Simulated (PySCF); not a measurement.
This PySCF input asks for the NMR shieldings of `B[Si](B)(O)C#CC`, C3H8B2OSi; the geometry comes from GFN2-xTB.

```python
import basis_set_exchange as bse
import numpy as np
from pyscf import gto, dft
from pyscf.prop import nmr

atoms = """
B    -2.041052   -1.546060    0.090206
Si   -1.236622    0.231803   -0.181667
B    -1.793695    1.608226    1.097800
O    -1.583047    0.856097   -1.682034
C     0.624185   -0.006255   -0.121345
C     1.822548   -0.129767   -0.077003
C     3.262903   -0.278207   -0.027013
H    -2.635520   -2.101157   -0.752410
H    -1.984465   -2.083787    1.127623
H    -2.572683    2.437988    0.833369
H    -1.391870    1.585506    2.196174
H    -1.379617    0.380138   -2.482202
H     3.686213    0.428870    0.686640
H     3.692371   -0.084727   -1.010144
H     3.525936   -1.290677    0.280093
"""
names = dict.fromkeys(["B", "Si", "O", "C", "H"], "pcSseg-1")
basis = {el: gto.basis.parse(bse.get_basis(n, elements=[el], fmt="nwchem")) for el, n in names.items()}
mol = gto.M(atom=atoms, basis=basis, charge=0, verbose=0)
mf = dft.RKS(mol, xc="PBE0")
mf.grids.level = 2
mf.grids.alignment = dft.numint.BLKSIZE   # the property module wants whole blocks of grid points
mf.conv_tol = 1e-9
mf.kernel()

calc = nmr.RKS(mf)   # GIAO
C = mf.mo_coeff
Co = C[:, mf.mo_occ > 0]
resp = mf.gen_response(singlet=True, hermi=2)
def vind(x):   # induced exchange potential for any number of trial vectors
    d = np.einsum("pi,xij,qj->xpq", C, 2 * x.reshape(-1, C.shape[1], Co.shape[1]), Co, optimize=True)
    return np.einsum("xpq,pi,qj->xij", resp(d - d.transpose(0, 2, 1)), C, Co, optimize=True).ravel()
mo1, _ = nmr.rhf.solve_mo1(calc, with_cphf=vind)
sigma = calc.kernel(mo1)
for i, s in enumerate(sigma):   # ppm
    w = np.linalg.eigvalsh((s + s.T) / 2)
    print("%2d %-2s iso %8.1f  s11 %8.1f  s22 %8.1f  s33 %8.1f" % (i, mol.atom_pure_symbol(i), w.mean(), *w))
```

Task: Give the expected output.

Result: 
```
 0 B  iso    -17.7  s11   -139.2  s22    -54.4  s33    140.5
 1 Si iso    368.3  s11    273.9  s22    370.8  s33    460.3
 2 B  iso    -18.0  s11   -133.8  s22    -59.9  s33    139.6
 3 O  iso    317.5  s11    285.0  s22    308.4  s33    359.0
 4 C  iso    105.2  s11      6.4  s22     37.4  s33    271.9
 5 C  iso     69.2  s11    -25.6  s22    -10.7  s33    243.8
 6 C  iso    180.5  s11    171.9  s22    173.3  s33    196.3
 7 H  iso     21.2  s11      7.5  s22     27.0  s33     28.9
 8 H  iso     21.3  s11      7.8  s22     26.8  s33     29.4
 9 H  iso     21.2  s11      8.1  s22     27.1  s33     28.4
10 H  iso     21.2  s11      7.8  s22     26.7  s33     29.1
11 H  iso     30.7  s11     22.6  s22     26.1  s33     43.4
12 H  iso     29.6  s11     24.7  s22     27.9  s33     36.2
13 H  iso     29.6  s11     24.7  s22     28.0  s33     36.1
14 H  iso     29.7  s11     24.8  s22     28.0  s33     36.3
```

These numbers come from an equivalent density-fitted implementation of the same equations, which agrees with the script to about 0.01 ppm for H and up to a few tenths of a ppm for heavy atoms, so last digits may differ.

Size and cost of the density-fitted run: 166 basis functions, 26 s wall time on 1 thread of an AMD EPYC 7R43 64-Core, shared host; peak memory 0.81 GiB.
